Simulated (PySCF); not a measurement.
trans-dichloroethylene (C₂H₂Cl₂), SMILES Cl/C=C/Cl.

Geometry optimised at PBE-D3(BJ)/def2-SVP.

Calculation: PBE-D3(BJ)/def2-SVP (PySCF 2.14.0).

Frequencies are harmonic and unscaled.

| mode | ν (cm⁻¹) | IR (km/mol) | moving atoms (share of kinetic energy) |
|---|---|---|---|
| 1 | 210 | 0.0 | C 68 %, Cl 27 % |
| 2 | 229 | 2.9 | C 64 %, Cl 26 %, H 10 % |
| 3 | 346 | 0.0 | Cl 91 % |
| 4 | 744 | 0.0 | H 51 %, C 49 % |
| 5 | 823 | 124.9 | C 69 %, Cl 27 % |
| 6 | 841 | 0.0 | C 70 %, H 16 %, Cl 13 % |
| 7 | 880 | 59.4 | H 92 % |
| 8 | 1154 | 12.7 | H 90 %, C 10 % |
| 9 | 1229 | 0.0 | H 84 %, C 16 % |
| 10 | 1606 | 0.0 | C 94 % |
| 11 | 3143 | 11.8 | H 92 % |
| 12 | 3148 | 0.0 | H 91 %, C 9 % |
